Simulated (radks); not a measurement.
All-electron calculation, scalar-relativistic Kohn-Sham, LDA (Slater exchange, Perdew-Wang correlation), spin-polarised, spherical densities, finite nucleus; Fermi nuclear charge, rms radius of each element as measured or else 0.836 A^(1/3) + 0.57 fm. Program: a radial shooting solver on a logarithmic mesh with Libxc functionals. Response by self-consistent Sternheimer equations with the Hartree and adiabatic LDA kernel, the relativistic mass of each level held fixed and spin-orbit coupling left out. Rank Sr8+, Br5+, Ge2+, As3+, Se4+, Kr6+, Rb7+, Zn, Ga+ (NIST ground configurations) by static dipole polarisability, largest first.

Answer. Zn 36.16, Ga+ 16.70, Ge2+ 9.853, As3+ 6.522, Se4+ 4.624, Br5+ 3.434, Kr6+ 2.637, Rb7+ 2.077, Sr8+ 1.670 bohr^3.
